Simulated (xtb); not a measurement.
CF2 (SMILES F[C]F), triplet, at a GFN2-xTB geometry, atoms displaced at random by about 0.05 Å a coordinate; xtb 6.7.1 with GFN1-xTB with ALPB(dmso).

xtb was given this input:
```
$ xtb mol.xyz --gfn 1 --uhf 2 --opt --alpb dmso --json

# file mol.xyz
3

F     -1.12375114    -0.30854545     0.01567485
C     -0.09342706     0.52350947     0.04371132
F      1.08090556    -0.13729394     0.04170827
```

The log (banner, timings and long lists left out):

```
   ID    Z sym.   atoms
    1    9 F      1, 3
    2    6 C      2

           -------------------------------------------------
          |                Calculation Setup                |
           -------------------------------------------------

           -------------------------------------------------
          |                 G F N 1 - x T B                 |
           -------------------------------------------------

      * Solvation model:               ALPB
        Solvent                        dmso
        Parameter file                 internal GFN1-xTB/ALPB
        Dielectric constant                4.6680E+01
        Reference state                gsolv [1 M gas/solution]
        Free energy shift                  7.6243E-03 Eh       4.7843E+00 kcal/mol
        Temperature                        2.9815E+02 K
        Density                            1.1000E+00 kg/L
        Solvent mass                       7.8130E+01 g/mol
        Interaction kernel             P16
        Born radius scaling (c1)           1.7672E+00
        Born radii integrator          GBOBC
        Born offset                        0.0000E+00 a0       0.0000E+00 AA
        H-bond correction              true
        Ion screening                  false
        Surface tension                    1.0000E-05 Eh       1.5569E+01 dyn/cm
        Grid points                               230 per atom

          ...................................................
          :                      SETUP                      :
          :.................................................:
          :  # basis functions                  12          :
          :  # atomic orbitals                  12          :
          :  # shells                            6          :
          :  # electrons                        18          :
          :  # halogen bonds                     0          :
          :  max. iterations                   250          :
          :  Hamiltonian                  GFN1-xTB          :
          :  restarted?                      false          :
          :  GBSA solvation                   true          :
          :  PC potential                    false          :
          :  electronic temp.          300.0000000     K    :
          :  accuracy                    1.0000000          :
          :  -> integral cutoff          0.2500000E+02      :
          :  -> integral neglect         0.1000000E-07      :
[...]
         :: total energy             -12.190482904577 Eh    ::
 * total energy  :   -12.1904829 Eh     change       -0.3334222E-11 Eh
 * total energy  :   -12.1915988 Eh     change       -0.1115901E-02 Eh
 * total energy  :   -12.1919123 Eh     change       -0.3134448E-03 Eh
 * total energy  :   -12.1919135 Eh     change       -0.1236582E-05 Eh
   *** GEOMETRY OPTIMIZATION CONVERGED AFTER 4 ITERATIONS ***
         :: total energy             -12.191913487009 Eh    ::
[...]

    * Orbital Energies and Occupations

         #    Occupation            Energy/Eh            Energy/eV
      -------------------------------------------------------------
         1        2.0000           -0.9134563             -24.8564
         2        2.0000           -0.9094807             -24.7482
         3        2.0000           -0.6808506             -18.5269
         4        2.0000           -0.6426857             -17.4884
         5        2.0000           -0.6350879             -17.2816
         6        2.0000           -0.6273553             -17.0712
         7        2.0000           -0.5967824             -16.2393
         8        2.0000           -0.5881951             -16.0056
         9        1.0000           -0.4474396             -12.1755
        10        1.0000           -0.3530854              -9.6079 (HOMO)
        11                         -0.0010253              -0.0279 (LUMO)
        12                          0.0851083               2.3159
      -------------------------------------------------------------
                  HL-Gap            0.3520601 Eh            9.5800 eV
             Fermi-level           -0.3474364 Eh           -9.4542 eV

  Mulliken/CM5 charges         n(s)   n(p)   n(d)
     1F    -0.17281 -0.19252   1.830  5.343  0.000
     2C     0.34550  0.38493   1.103  2.551  0.000
     3F    -0.17269 -0.19241   1.830  5.342  0.000

Wiberg/Mayer (AO) data.
largest (>0.10) Wiberg bond orders for each atom

 ---------------------------------------------------------------------------
     #   Z sym  total        # sym  WBO       # sym  WBO       # sym  WBO
 ---------------------------------------------------------------------------
     1   9 F    1.227 --     2 C    1.164
     2   6 C    2.329 --     3 F    1.165     1 F    1.164
     3   9 F    1.227 --     2 C    1.165
 ---------------------------------------------------------------------------

Topologies differ in total number of bonds
Writing topology from bond orders to xtbtopo.mol

 dipole moment from electron density (au)
     X       Y       Z
  -0.0231   0.2928   0.0059  total (Debye):    0.747

optimized geometry written to: xtbopt.xyz

           -------------------------------------------------
          | TOTAL ENERGY              -12.191913487009 Eh   |
          | GRADIENT NORM               0.000177037282 Eh/α |
          | HOMO-LUMO GAP               9.580042046171 eV   |
           -------------------------------------------------
```
